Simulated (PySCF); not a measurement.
# Radial density of Mg²⁺ (magnesium, charge +2)

PBE, [Ne], closed-shell 1S. Computed with PySCF 2.14 in aug-cc-pVDZ, with the non-relativistic Hamiltonian (point nucleus).

| r (bohr) | 4πr²ρ (e/bohr) |
| --- | --- |
| 0.00208 | 0.05636 |
| 0.00350 | 0.1546 |
| 0.00589 | 0.4120 |
| 0.00990 | 1.060 |
| 0.0167 | 2.550 |
| 0.0280 | 5.508 |
| 0.0471 | 9.901 |
| 0.0793 | 13.21 |
| 0.133 | 11.27 |
| 0.224 | 7.399 |
| 0.377 | 9.778 |
| 0.634 | 10.06 |
| 1.07 | 3.526 |
| 1.79 | 0.2820 |
| 3.02 | 0.002510 |
